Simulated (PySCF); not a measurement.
These 3 structures share the formula CH6B2FN. Computed with PBE0-D3(BJ)/def2-SVP geometry optimisation, gas phase in PySCF. One conformer each; no zero-point energy, no entropy. No frequencies were run at this level. Point groups hold within 0.08 Å.

Question: Order them by energy at this level, lowest first, and give relative energies in kcal/mol.
A. `[BH2:1][NH:2][B:3]([CH3:4])[F:5]` with B1–N2–B3–C4 0°
B. `[NH2:1][BH:2][CH2:3][BH:4][F:5]` with N1–B2–C3–B4 82°, B2–C3–B4–F5 -93°
C. `[BH2:1][NH:2][CH2:3][BH:4][F:5]` with B1–N2–C3–B4 130°, N2–C3–B4–F5 5°

Answer: A (0.0), B (21.0), C (42.5).

```
 SMILES      E (Eh)  E rel (kcal/mol)  dipole (D)  point group      A, B, C (MHz)
BNB(C)F  -245.69206               0.0        0.12      near Cs   7829, 3863, 2629
  NBCBF  -245.65858              21.0        1.96           C1   8779, 3136, 2565
  BNCBF  -245.62431              42.5        1.92           C1  12012, 2841, 2448
```
